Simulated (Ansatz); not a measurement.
Cl3In, SMILES [Cl][In-]([Cl])[Cl], charge -1, multiplicity 2.

Geometry optimised at PBE-D3(BJ)/def2-SVPD. The def2 effective core potentials stand for the cores of In; spin–orbit coupling is left out.

Two levels are set side by side: PBE/def2-SVPD (Ansatz, a first-principles code) and PBE0/def2-SVPD (Ansatz). Energy differences of separate SCF runs at the same geometry; the states with an electron removed or added have multiplicity 1. Differences are taken from unrounded values.

| quantity | PBE |
|---|---|
| vertical ionisation energy (eV) | 3.69 |

Task: These are the PBE values. What does PBE0 give? (An estimate is asked for; the answer gives what the named calculation found.)

Result: 
```json
[
 {"quantity": "vertical ionisation energy (eV)", "PBE0": "3.89", "PBE minus PBE0": "-0.20"}
]
```
